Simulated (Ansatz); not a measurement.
Geometry optimisation, Ansatz, RHF/def2-SVP.

Input:

```yaml
crystal:
  periodic: [false, false, false]
  atoms:
    - { symbol: Sn, position_ang: [-1.048998, 0.346194, 0.503683] }
    - { symbol: H, position_ang: [1.516251, -0.716695, 1.505822] }
    - { symbol: O, position_ang: [2.029051, -0.085879, 0.967097] }
    - { symbol: H, position_ang: [2.296108, -0.598869, 0.201118] }
    - { symbol: Cl, position_ang: [-1.041855, 1.803902, -1.389539] }
    - { symbol: Cl, position_ang: [-0.480756, -1.700753, -0.647982] }
basis:
  gaussian: { orbitals: def2-SVP }
hamiltonian:
  xc: hf
relax:
  f_tol: 0.03
  max_steps: 50
```

Run as:

```bash
$ ansatz run input.yaml --threads 1 --pin off --max-ram 2048MiB --backend cpu --events-out ev --progress --plain --runs-dir out
```

Where does it end, and by what steps?

The run converged. After 15 steps the energy has fallen by 0.509 eV; H4 moved furthest, 1.17 Å. Joined: Sn1–O3 (3.14 → 2.43 Å).

```json
{"step": "0", "energy less start (eV)": "0.0000", "largest force component (eV/Å)": "1.254", "accepted": "yes"}
{"step": "1", "energy less start (eV)": "-0.0159", "largest force component (eV/Å)": "3.375", "accepted": "yes"}
{"step": "2", "energy less start (eV)": "-0.1774", "largest force component (eV/Å)": "1.578", "accepted": "yes"}
{"step": "3", "energy less start (eV)": "-0.2385", "largest force component (eV/Å)": "1.533", "accepted": "yes"}
{"step": "4", "energy less start (eV)": "-0.3362", "largest force component (eV/Å)": "0.783", "accepted": "yes"}
{"step": "5", "energy less start (eV)": "-0.3820", "largest force component (eV/Å)": "0.319", "accepted": "yes"}
{"step": "6", "energy less start (eV)": "-0.3979", "largest force component (eV/Å)": "0.373", "accepted": "yes"}
{"step": "7", "energy less start (eV)": "-0.4205", "largest force component (eV/Å)": "0.094", "accepted": "yes"}
{"step": "8", "energy less start (eV)": "-0.4143", "largest force component (eV/Å)": "1.322", "accepted": "no"}
{"step": "9", "energy less start (eV)": "-0.4335", "largest force component (eV/Å)": "0.194", "accepted": "yes"}
{"step": "10", "energy less start (eV)": "-0.4445", "largest force component (eV/Å)": "0.420", "accepted": "yes"}
{"step": "11", "energy less start (eV)": "-0.4582", "largest force component (eV/Å)": "0.647", "accepted": "yes"}
{"step": "12", "energy less start (eV)": "-0.4823", "largest force component (eV/Å)": "0.301", "accepted": "yes"}
{"step": "13", "energy less start (eV)": "-0.4986", "largest force component (eV/Å)": "0.273", "accepted": "yes"}
{"step": "14", "energy less start (eV)": "-0.5079", "largest force component (eV/Å)": "0.051", "accepted": "yes"}
{"step": "15", "energy less start (eV)": "-0.5089", "largest force component (eV/Å)": "0.012", "accepted": "yes"}
```

```xyz
6
Properties=species:S:1:pos:R:3
Sn -0.957 0.178 0.591
H 1.672 -0.966 0.803
O 1.426 -0.069 1.005
H 1.885 0.484 0.381
Cl -0.109 1.467 -1.293
Cl -0.648 -2.048 -0.346
```

Time of the run: 30 s on 1 thread of Arm Neoverse V2 (shared host), peak memory 0.18 GiB.
